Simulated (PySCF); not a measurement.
Species: C6H7Al.
Numbering: `[AlH2:1][c:2]1[cH:3][cH:4][cH:5][cH:6][cH:7]1` (hydrogens: H8, H9 on Al1; H10 on C3; H11 on C4; H12 on C5; H13 on C6; H14 on C7)

Cartesian coordinates in Å at the PBE0-D3(BJ)/def2-SVP level; atoms count from 1:
```xyz
14
C6H7Al angstrom
Al     2.7164   -0.1237   -0.0048
C      0.7703   -0.0356   -0.0019
C     -0.0149   -1.2010    0.0899
C     -1.4075   -1.1421    0.0913
C     -2.0499    0.0929    0.0007
C     -1.2980    1.2643   -0.0914
C      0.0943    1.1966   -0.0924
H      3.5530    1.2263   -0.1123
H      3.4350   -1.5404    0.0997
H      0.4715   -2.1796    0.1615
H     -1.9961   -2.0604    0.1628
H     -3.1419    0.1426    0.0015
H     -1.8009    2.2323   -0.1621
H      0.6671    2.1272   -0.1648
```

The calculation used PySCF, PBE0-D3(BJ)/def2-SVP geometry optimisation, gas phase.

Take the most abundant isotopes and a rigid rotor. 

Q: What are A, B and C (cm⁻¹)?

A: Ia = 92.44, Ib = 336.57, Ic = 429.01 u·Å²; 505379 MHz·u·Å²/I gives 5467, 1502 and 1178 MHz, that is A = 0.18236, B = 0.05009, C = 0.03929 cm⁻¹.

Q: What kind of rotor is it?

A: An asymmetric top; Ray's κ = -0.849.

Q: Is it planar, by Δ = Ic − Ia − Ib?

A: Planar: Δ = Ic − Ia − Ib = 0.00 u·Å². For a rigid frame Δ = −2 Σ m c², so it vanishes when all atoms lie in the ab plane; here none is more than 0.01 Å from it.

Q: Where do the levels up to J = 2 lie, in MHz?

A: Above 0(0,0):
J = 1: 1(0,1) 2680, 1(1,1) 6645, 1(1,0) 6968
J = 2: 2(0,2) 8020, 2(1,2) 11681, 2(1,1) 12651, 2(2,1) 24547, 2(2,0) 24566
The levels of one J sum to (2J + 1)J(J + 1)(A + B + C)/3.

Q: Predict some low-J microwave lines.

A: The dipole components are |μa| = 1.08 D, |μb| = 0.00 D, |μc| = 0.00 D; the symmetry axis of this C2v structure is a, so μb and μc vanish by symmetry and there are no b-type or c-type lines. Some lines, for components of 0.1 D or more:

```
type  branch         J(Ka,Kc)    MHz  lower level (cm⁻¹)
   a       Q  1(1,0) ← 1(1,1)    324               0.222
   a       Q  2(1,1) ← 2(1,2)    971               0.390
   a       Q  3(1,2) ← 3(1,3)   1941               0.641
   a       R  1(0,1) ← 0(0,0)   2680               0.000
   a       Q  4(1,3) ← 4(1,4)   3231               0.976
   a       R  2(1,2) ← 1(1,1)   5036               0.222
   a       R  2(1,1) ← 1(1,0)   5683               0.232
   a       R  3(1,3) ← 2(1,2)   7542               0.390
   a       R  3(0,3) ← 2(0,2)   7963               0.268
   a       R  3(2,1) ← 2(2,0)   8114               0.819
   a       R  3(1,2) ← 2(1,1)   8512               0.422
   a       R  4(1,4) ← 3(1,3)  10035               0.641
   a       R  4(2,3) ← 3(2,2)  10704               1.087
   a       R  4(3,2) ← 3(3,1)  10754               1.776
   a       R  4(3,1) ← 3(3,0)  10758               1.776
   a       R  4(2,2) ← 3(2,1)  10890               1.090
```

Q: Estimate the classical rotational partition function at 10 K, 200 K and 298.15 K.

A: Point group C2v, symmetry number σ = 2; q = (√π/σ)·√((kT/h)³/(ABC)), k/h = 20836.6 MHz/K: 857 at 10 K, 76700 at 200 K, 140000 at 298.15 K.

Stationary, but not proved a minimum. Zero-point vibration and centrifugal distortion are left out. Quadrupole hyperfine structure (27Al) is left out.

The run took 2.1 min on an AMD EPYC 7571 with one thread, no GPU, shared host with 96 logical CPUs at a one-minute load of 88, and the process peaked at 0.54 GiB of memory. That covers the optimisation of the geometry.
